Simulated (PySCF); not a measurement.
Computed shifts of a molecule C3H7AlO2, PBE/pcSseg-1 (PySCF), GIAO, gas phase, equivalent atoms averaged, in ppm (number of nuclei): ¹³C: 147.1 (1), 116.2 (1), 19.1 (1). ¹H: 6.39 (1), 5.36 (1), 5.21 (1), 3.08 (1), 2.05 (1), 1.97 (1), 1.83 (1). References: ¹³C against TMS (σ = 182.0 ppm); ¹H against TMS (σ = 31.49 ppm); ¹⁷O against H2O (σ = 334.3 ppm), references at their B3LYP-D3(BJ)/def2-TZVP geometries, non-relativistic. Coordinates come from a B3LYP-D3(BJ)/def2-SVP optimisation. One conformer was computed; it need not be the lowest.

Task: Which molecule gave these data?
(A) C=[CH][Al]([OH])[O]C
(B) [CH3][AlH][O]C(C)=O
(C) C=C[CH2][Al]([OH])[OH]

Result: C, C=C[CH2][Al]([OH])[OH]
